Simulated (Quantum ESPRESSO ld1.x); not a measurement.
Problem. Xe IV, 51 electrons, occupied as [Kr] 4d10 5s2 5p3. Method: scalar-relativistic Kohn-Sham, BLYP, spin-unpolarised, spherical densities, point nucleus; computed with ld1.x of Quantum ESPRESSO 7.5. Some entries of the table are withheld. Estimate them.

orbital,occ.,eigenvalue (hartree),r(max) (bohr),<r> (bohr)
1s,2,-1264.64,0.017,0.02665
2s,2,-197.871,0.097,0.1146
2p,6,-177.686,0.077,0.1003
3s,2,-41.4503,0.279,0.3064
3p,6,-34.9328,0.272,0.3044
3d,10,-25.2656,0.227,(1)
4s,2,-8.48149,0.662,0.7162
4p,6,-6.41586,0.694,0.7641
4d,10,-3.40354,0.746,0.8728
5s,2,-1.84165,1.58,(2)
5p,3,-1.35252,1.80,(3)

Solution. 
(1) 3d <r> (bohr): 0.2809
(2) 5s <r> (bohr): 1.746
(3) 5p <r> (bohr): 2.014
